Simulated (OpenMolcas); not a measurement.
**How basis sets differ on C2HF2Ge (SMILES C#[C][Ge]([F])[F])**

C2HF2Ge: 6 atoms, total charge 0, spin state doublet. As SMILES, `C#[C][Ge]([F])[F]`. The coordinates come from a PBE0-D4/def2-TZVP relaxation.

Quantity: the dipole moment, in D. The values are calculated.

| level | kind | program | value (D) |
| --- | --- | --- | --- |
| ROHF/ANO-R0 (sfX2C) | Hartree–Fock | OpenMolcas | 1.39 |
| ROHF/ANO-RCC-MB (DKH2) | Hartree–Fock | OpenMolcas | 3.25 |
| ROHF/ANO-S-MB | Hartree–Fock | OpenMolcas | 2.87 |
| UHF/STO-3G | Hartree–Fock | OpenMolcas | 1.79 |
| UHF/3-21G | Hartree–Fock | OpenMolcas | 3.83 |
| UHF/6-31G* (spherical functions) | Hartree–Fock | OpenMolcas | 3.54 |

All-electron rows without a relativistic Hamiltonian named are non-relativistic. The values span 1.39 to 3.83 D. Spin contamination of the reference (⟨S²⟩ at least 0.1 too high) touches UHF/STO-3G. Magnitudes only. Sets without polarisation functions give poor dipoles.
